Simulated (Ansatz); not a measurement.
Program: Ansatz. Geometries: PBE0-D4/def2-TZVP. ΔE: electronic, gas phase. CCSD(T)/CBS adds triple-zeta CCSD(T) − MP2 to the extrapolated MP2 energy (def2 sets, frozen cores). DFT in def2-TZVPP. B3LYP here is the variant with VWN-RPA as its local correlation; programs differ in this. Elements past krypton have def2 core potentials. For I, Sn outer-core shells are correlated without core-valence functions, which leaves a few kJ/mol of doubt a bond. Each species was taken in one conformer, which may not be the lowest.

`[SnH3][I]` + `COC(C)=N` → `CO[C](=N)[SnH3]` + `CI`  (formal exchange of groups at the Sn–I bond)

```
             level  ΔE (kJ/mol)  difference from CCSD(T)/CBS
            PBE-D4        167.9                         -8.2
           PBE0-D4        182.0                          5.9
          B3LYP-D4        173.5                         -2.6
           ωB97X-V        179.7                          3.6
            B2PLYP        174.5                         -1.6
               PBE        169.4                         -6.7
            r2SCAN        180.6                          4.5
    MP2/def2-TZVPP        171.5                         -4.6
SCS-MP2/def2-TZVPP        169.6                         -6.5
   CCSD/def2-TZVPP        172.3                         -3.8
CCSD(T)/def2-TZVPP        166.0                        -10.1
    MP2/def2-QZVPP        177.6                          1.5
SCS-MP2/def2-QZVPP        175.7                         -0.4
      HF/CBS(def2)        206.9                         30.8
     MP2/CBS(def2)        181.6                          5.5
    CCSD/CBS(def2)        182.4                          6.3
       CCSD(T)/CBS        176.1                            0
```

Largest T1 diagnostic among the species: 0.014.

From PBE to PBE0 (25 % exact exchange), in def2-TZVPP and without D4, ΔE moves by +13.9 kJ/mol. In def2-TZVPP, CCSD(T) changes the Hartree–Fock value by −39.7 kJ/mol (the triples alone add −6.3 kJ/mol) and MP2 by −34.2 kJ/mol.
